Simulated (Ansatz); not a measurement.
A search over several starts for the lowest SCF solution of Ga₂Cl₃ at the given spin, in a small basis.

```yaml
crystal:
  periodic: [false, false, false]
  atoms:
    - {symbol: Ga, position_ang: [-0.587665, 1.601457, 0.312203]}
    - {symbol: Ga, position_ang: [0.175967, -0.743797, -0.014640]}
    - {symbol: Cl, position_ang: [0.545440, 2.372192, -1.440574]}
    - {symbol: Cl, position_ang: [-1.204336, -0.656477, 1.811569]}
    - {symbol: Cl, position_ang: [1.070594, -2.573366, -0.668560]}
basis:
  gaussian: {orbitals: def2-SVP, initial_orbitals: start.molden}
magnetization: {spin_polarized: true, initial_magnetization: 3}
hamiltonian: {xc: pbe, dispersion: d4}
output: {orbitals: {seedname: orbitals}}
```

The file start.molden holds the orbitals of an earlier run on this structure, at another level or in another basis.

```sh
$ ansatz run in.yaml --threads 4 --pin off --events-out ev --progress --plain --max-ram 8704MiB
```

It prints (some lines left out):

```
Functional definition: PBE
1295 factors; their error is unknown
mean field evaluation 1: about -142268.8970 eV, gradient 6.4e0 eV
mean field evaluation 2: about -142269.0147 eV, gradient 1.6e-1 eV
mean field evaluation 4: about -142268.9404 eV, gradient 1.1e-3 eV
mean field evaluation 8: about -142267.3313 eV, gradient 2.6e1 eV
mean field evaluation 16: about -142269.0181 eV, gradient 3.9e-2 eV
mean field evaluation 32: about -142267.3458 eV, gradient 2.4e0 eV
mean field -142268.94040406 eV, -5228.2871264978 hartree, gradient 2.0e-5 eV, S^2 3.753099; 4 other end points of the search recorded, 0 dependent functions left out
reference -142268.94044360 eV, -5228.2871279510 hartree; 58, 55 occupied and 60, 63 virtual orbitals, 1295 factors
Total energy: -142269.16138813 eV, -5228.2952475127 hartree
```

It took 5 s on 4 threads of Arm Neoverse V1 on a shared host.

At PBE0-D4/def2-TZVP a doublet of charge 0 lies 3.24 eV below the quartet, each at its own geometry. The structure comes from a short search, and lower isomers may exist.
